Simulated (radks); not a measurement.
Fractional charge and spin in the 5p shell of holmium: the spin-up occupation runs from 2 to 3 and the spin-down occupation from 2 to 3; the fullest corner is Ho3+, [Kr] 4d10 4f(up 5, down 5) 5s2 5p(up 3, down 3). Calculated with a radial shooting solver on a logarithmic mesh with Libxc functionals: scalar-relativistic Kohn-Sham, r2SCAN, spin-polarised, spherical densities, finite nucleus; meta-GGA in the generalised Kohn-Sham scheme; Fermi nuclear charge, rms radius of each element as measured or else 0.836 A^(1/3) + 0.57 fm. Energy (eV) above the fullest corner. The planes named below are the two flat planes that join the four corners, with an edge along up + down = one added electron.

\begin{tabular}{lrrrrr}
down \ up & 2 & 2.25 & 2.5 & 2.75 & 3 \\ \hline
2 & 139.559 & 118.862 & 99.058 & 80.143 & 62.114 \\
2.25 & 118.862 & 99.154 & 80.328 & 62.381 & 45.311 \\
2.5 & 99.058 & 80.328 & 62.470 & 45.482 & 29.360 \\
2.75 & 80.143 & 62.381 & 45.482 & 29.442 & 14.258 \\
3 & 62.114 & 45.311 & 29.360 & 14.258 & 0.000 \\
\end{tabular}

Corners above the fullest one (they belong to Ho4+ and the next ion): (up 3, down 2) 62.114 eV, (up 2, down 3) 62.114 eV, (up 2, down 2) 139.56 eV. With half an added electron in each spin the energy lies 0.356 eV from the planes, and with half an added electron in spin up alone -1.778 eV. The planes are only a guide here: the flat-plane condition holds for ground states with one frontier orbital, while this shell lies below other occupied shells, so the corners above the fullest one are inner-hole states and not the ground states of those ions.
